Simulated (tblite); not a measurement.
C5H10BrFGe.
Atom-mapped SMILES: `[F:1][C@H:2]1[CH2:3][CH2:4][Ge@H:5]([Br:6])[CH2:7][CH2:8]1` (hydrogens: H9 on C2; H10, H11 on C3; H12, H13 on C4; H14 on Ge5; H15, H16 on C7; H17, H18 on C8)

Computed with GFN2-xTB (tblite), gas phase: L-BFGS steps from a force-field or distance-geometry start until the largest atomic force falls under 0.01 eV/Å.

Step 28: E = -723.9622 eV
```
atom  x, y, z in Å  |  force x, y, z in eV/Å
F1      0.8254   -1.5639    1.0584   -0.003  -0.011  -0.030
C2      0.7209   -1.2136   -0.2799   -0.011   0.023  -0.017
C3     -0.7617   -1.1980   -0.6610   -0.013   0.013   0.007
C4     -1.6302   -0.4161    0.3242   -0.004   0.036   0.012
Ge5    -0.8218    1.3626    0.6897    0.028  -0.043  -0.025
Br6    -1.3498    2.7297   -1.0856   -0.040   0.009  -0.010
C7      1.1479    1.1324    0.5995   -0.007   0.011   0.009
C8      1.4549    0.1132   -0.4971   -0.002   0.016   0.021
H9      1.2300   -2.0066   -0.8438   -0.005  -0.016   0.033
H10    -0.8488   -0.7776   -1.6657    0.016   0.032   0.005
H11    -1.1215   -2.2290   -0.7047   -0.002  -0.021  -0.002
H12    -1.7041   -0.9587    1.2662    0.045  -0.015  -0.001
H13    -2.6415   -0.3213   -0.0745   -0.014  -0.019  -0.009
H14    -1.3800    2.0804    1.9167    0.009   0.017  -0.002
H15     1.5177    0.7679    1.5567   -0.009  -0.016  -0.005
H16     1.6577    2.0736    0.3877    0.009  -0.006  -0.020
H17     2.5324   -0.0716   -0.5213   -0.016  -0.018   0.009
H18     1.1637    0.5029   -1.4771    0.019   0.007   0.025
```

Step 29: E = -723.9627 eV
```
atom  x, y, z in Å  |  force x, y, z in eV/Å
F1      0.8260   -1.5641    1.0582   -0.009  -0.009  -0.033
C2      0.7198   -1.2130   -0.2800    0.008   0.017  -0.018
C3     -0.7618   -1.1963   -0.6608   -0.024   0.000  -0.001
C4     -1.6305   -0.4161    0.3244   -0.017   0.029   0.024
Ge5    -0.8232    1.3612    0.6885    0.041   0.002  -0.033
Br6    -1.3527    2.7296   -1.0875   -0.037  -0.002   0.005
C7      1.1470    1.1323    0.5980   -0.007   0.023   0.021
C8      1.4551    0.1123   -0.4971    0.010   0.034   0.027
H9      1.2281   -2.0056   -0.8444    0.000  -0.029   0.026
H10    -0.8488   -0.7743   -1.6646    0.016   0.029  -0.002
H11    -1.1220   -2.2271   -0.7053   -0.004  -0.028  -0.008
H12    -1.7010   -0.9579    1.2672    0.038  -0.018  -0.002
H13    -2.6423   -0.3243   -0.0734   -0.013  -0.016  -0.003
H14    -1.3777    2.0787    1.9176    0.006   0.017  -0.006
H15     1.5152    0.7684    1.5566   -0.009  -0.013  -0.015
H16     1.6588    2.0727    0.3857   -0.005  -0.012  -0.013
H17     2.5323   -0.0733   -0.5166   -0.005  -0.023   0.003
H18     1.1691    0.5032   -1.4782    0.010  -0.003   0.028
```

Step 30: E = -723.9633 eV
```
atom  x, y, z in Å  |  force x, y, z in eV/Å
F1      0.8267   -1.5652    1.0569   -0.016  -0.006  -0.025
C2      0.7187   -1.2121   -0.2807    0.020   0.004  -0.014
C3     -0.7625   -1.1944   -0.6605   -0.025  -0.012  -0.012
C4     -1.6311   -0.4158    0.3252   -0.022   0.007   0.024
Ge5    -0.8241    1.3598    0.6869    0.036   0.053  -0.029
Br6    -1.3566    2.7295   -1.0891   -0.033  -0.012   0.018
C7      1.1458    1.1326    0.5968   -0.001   0.025   0.023
C8      1.4557    0.1117   -0.4963    0.019   0.034   0.025
H9      1.2258   -2.0049   -0.8455    0.004  -0.032   0.016
H10    -0.8486   -0.7700   -1.6634    0.012   0.023  -0.007
H11    -1.1227   -2.2253   -0.7061   -0.004  -0.021  -0.015
H12    -1.6970   -0.9575    1.2685    0.027  -0.018  -0.002
H13    -2.6436   -0.3281   -0.0722   -0.011  -0.010   0.009
H14    -1.3754    2.0774    1.9184    0.006   0.014  -0.015
H15     1.5127    0.7695    1.5563   -0.008  -0.008  -0.018
H16     1.6593    2.0718    0.3823   -0.014  -0.010  -0.002
H17     2.5324   -0.0760   -0.5104    0.007  -0.025  -0.001
H18     1.1760    0.5033   -1.4788    0.001  -0.008   0.026
```

Step 31: E = -723.9637 eV
```
atom  x, y, z in Å  |  force x, y, z in eV/Å
F1      0.8275   -1.5669    1.0548   -0.021  -0.004  -0.011
C2      0.7178   -1.2113   -0.2818    0.020  -0.011  -0.006
C3     -0.7637   -1.1927   -0.6604   -0.015  -0.016  -0.020
C4     -1.6321   -0.4154    0.3264   -0.014  -0.016   0.014
Ge5    -0.8245    1.3595    0.6850    0.016   0.081  -0.016
Br6    -1.3610    2.7294   -1.0900   -0.030  -0.015   0.021
C7      1.1446    1.1335    0.5960    0.007   0.017   0.015
C8      1.4569    0.1114   -0.4948    0.021   0.015   0.014
H9      1.2234   -2.0047   -0.8469    0.007  -0.027   0.005
H10    -0.8484   -0.7656   -1.6623    0.003   0.014  -0.009
H11    -1.1237   -2.2241   -0.7072   -0.002  -0.006  -0.021
H12    -1.6928   -0.9576    1.2697    0.015  -0.014  -0.001
H13    -2.6452   -0.3319   -0.0708   -0.006  -0.002   0.023
H14    -1.3735    2.0768    1.9186    0.008   0.011  -0.023
H15     1.5106    0.7711    1.5559   -0.005  -0.002  -0.011
H16     1.6592    2.0711    0.3784   -0.016   0.002   0.010
H17     2.5327   -0.0794   -0.5035    0.017  -0.021  -0.002
H18     1.1834    0.5031   -1.4787   -0.006  -0.008   0.019
```

**Question.** Estimate the geometry and energy of step 32. (The exact step hangs on the optimiser's Hessian estimate; all steps are aligned on step 31, rigid shifts and turns removed.)

**Answer.** E = -723.9641 eV, largest force 0.069 eV/Å
```
atom  x, y, z in Å  |  force x, y, z in eV/Å
F1      0.8279   -1.5687    1.0528   -0.023  -0.003   0.003
C2      0.7173   -1.2108   -0.2829    0.010  -0.021   0.001
C3     -0.7648   -1.1916   -0.6606    0.001  -0.011  -0.021
C4     -1.6330   -0.4152    0.3276    0.004  -0.024   0.000
Ge5    -0.8245    1.3605    0.6832   -0.008   0.069  -0.002
Br6    -1.3653    2.7292   -1.0902   -0.029  -0.010   0.014
C7      1.1438    1.1346    0.5956    0.013   0.004   0.000
C8      1.4582    0.1114   -0.4932    0.016  -0.011   0.001
H9      1.2216   -2.0051   -0.8484    0.009  -0.016  -0.002
H10    -0.8482   -0.7618   -1.6616   -0.005   0.005  -0.009
H11    -1.1246   -2.2233   -0.7084    0.000   0.008  -0.026
H12    -1.6891   -0.9581    1.2707    0.005  -0.008   0.000
H13    -2.6467   -0.3352   -0.0692   -0.002   0.005   0.035
H14    -1.3720    2.0770    1.9181    0.009   0.012  -0.025
H15     1.5093    0.7727    1.5556   -0.003   0.003   0.001
H16     1.6587    2.0707    0.3749   -0.011   0.017   0.021
H17     2.5334   -0.0829   -0.4976    0.022  -0.013  -0.003
H18     1.1895    0.5030   -1.4781   -0.009  -0.006   0.010
```

The energy changes by -0.0004 eV. The first-order estimate −F·Δx gives -0.0006 eV and the mean of the old and new forces, exact on a quadratic surface, -0.0004 eV. The step makes an angle of 73° with the force vector and moves no atom by more than 0.007 Å.

The cost below is that of the whole relaxation. Hardware: one thread of an Arm Neoverse V1, on a shared host. Cost: 0.61 s wall.
